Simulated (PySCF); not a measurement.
TiCl(OMe)3, C₃H₉ClO₃Ti (singlet state).
Geometry (PBE0-D3(BJ)/def2-SVP, Å), atoms numbered from 1 in this order:
```
atom  x, y, z in Å
Ti1    0.0141   -0.0332    0.9244
Cl2    0.0361   -0.1182    3.1580
O3     1.6382   -0.2956    0.3086
C4     2.5923   -1.0850   -0.3150
H5     3.3458   -1.4230    0.4166
H6     3.1120   -0.5107   -1.1010
H7     2.1335   -1.9757   -0.7794
O8    -0.5674    1.5365    0.3903
C9    -0.3853    2.7737   -0.2069
H10   -0.5222    3.5801    0.5340
H11   -1.1220    2.9240   -1.0148
H12    0.6273    2.8666   -0.6378
O13   -1.0486   -1.2814    0.2889
C14   -2.2235   -1.6568   -0.3443
H15   -2.8715   -2.2157    0.3524
H16   -2.0046   -2.3101   -1.2064
H17   -2.7827   -0.7762   -0.7074
```

Level of theory: PBE0-D3(BJ)/def2-SVP geometry optimisation, gas phase in PySCF 2.14.0.

(1) Which atoms are bound to Ti1, and at what distances?

(2) List the angles at Ti1.

(3) What is the shape at Ti1?

(4) What are the other bond lengths?

(5) Give some angles away from the centre.

Results:

(1) 4 atoms: O3 1.757 Å, O8 1.757 Å, O13 1.758 Å, Cl2 2.235 Å. The nearest atom not counted as bound is C14, at 3.04 Å (others tie with it).

(2) 
| angle | degrees | distance of the outer atoms (Å) |
| --- | --- | --- |
| Cl2–Ti1–O8 | 109.9 | 3.28 |
| Cl2–Ti1–O13 | 109.9 | 3.28 |
| Cl2–Ti1–O3 | 109.6 | 3.27 |
| O3–Ti1–O8 | 109.4 | 2.87 |
| O3–Ti1–O13 | 109.0 | 2.86 |
| O8–Ti1–O13 | 108.9 | 2.86 |

(3) Tetrahedral: angles from 108.9° to 109.9°; τ4 = (360° − α − β)/141° = 0.99 with α and β the two widest (0 for a square, 1 for a tetrahedron).

(4) O3–C4, O8–C9, O13–C14 1.386 Å; C4–H5 and 8 like bonds 1.104 Å.

(5) Ti1–O3–C4 151.5°, Ti1–O13–C14 150.4°.

Point group: near C3, missed by 0.11 Å at most; the miss may be what the optimiser left on a soft mode. Charge 0, singlet. Not checked by PBE0-D3(BJ)/def2-SVP frequencies.
